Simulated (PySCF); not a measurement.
4-fluoro-1,3-thiazole (C₃H₂FNS), SMILES Fc1cscn1. Atoms are numbered in the order given.

```xyz
8

F     -0.2028     2.2903     0.0000
C     -0.0423     0.9767     0.0000
C     -1.0846     0.0804     0.0000
S     -0.4260    -1.5105     0.0000
C      1.1694    -0.8252     0.0000
N      1.2127     0.4789     0.0000
H     -2.1541     0.2815     0.0000
H      2.0523    -1.4691     0.0000
```
Charge 0, spin multiplicity 1.

Geometry: r2SCAN-D4/def2-SVP.

Method: PBE/def2-TZVP run with PySCF.

```json
{
 "total_energy": "-667.95279 hartree",
 "point_group": "Cs",
 "highest_occupied_level": "-6.17 eV",
 "lowest_empty_level": "-2.07 eV",
 "orbital_gap": "4.10 eV",
 "dipole_moment": "2.33 D",
 "quadrupole, principal values (traceless, Buckingham form, about the centre of nuclear charge)": "-4.98, -2.02, 7.00 D·Å",
 "mean_static_polarisability": "56.0 bohr³ (8.31 Å³)",
 "polarisability_principal_values": "34.7, 64.2, 69.2 bohr³"
}
```
